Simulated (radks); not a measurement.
Results of a calculation; reference values are marked as such.
Ionisation of Cr, [Ar] 3d5 4s1, to Cr+, [Ar] 3d5, under several functionals. Scalar-relativistic Kohn-Sham, spin-unpolarised, spherical densities, finite nucleus; a radial shooting solver on a logarithmic mesh with Libxc functionals.

| functional | E(Cr) (hartree) | Exc (hartree) | IE (eV) | -e(HOMO) (eV) | <r> HOMO (bohr) | IE error (eV) |
|---|---|---|---|---|---|---|
| exchange-only B88 | -1049.75356 | -47.80478 | 6.402 | 2.222 | 1.545 | -0.364 |
| exchange-only LDA | -1046.48697 | -44.46804 | 6.280 | 2.111 | 1.547 | -0.487 |
| RPBE | -1050.70980 | -48.79912 | 6.784 | 2.847 | 1.517 | +0.017 |
| XLYP | -1051.03671 | -49.12636 | 7.005 | 2.873 | 1.521 | +0.239 |
| LDA (Slater exchange, VWN5 correlation) | -1048.48761 | -46.53015 | 7.131 | 3.130 | 1.511 | +0.364 |
| OLYP | -1050.94842 | -49.09075 | 6.519 | 2.718 | 1.499 | -0.247 |
| BP86 | -1050.91306 | -49.00240 | 7.077 | 3.068 | 1.517 | +0.311 |
| HCTH/407 | -1051.12018 | -49.29355 | 6.840 | 3.095 | 1.489 | +0.074 |

NIST Atomic Spectra Database: 6.767 eV (measured). Closest: RPBE. The Delta-SCF values span 0.85 eV, the total energies 4.63 hartree. The highest occupied level is 3d. Spin polarisation and multiplet splitting are left out, so open shells lie too high by an amount that depends on their filling.

Beside tabulated values, note that spin-unpolarised runs miss the spin-polarisation part of the exchange energy of open shells.
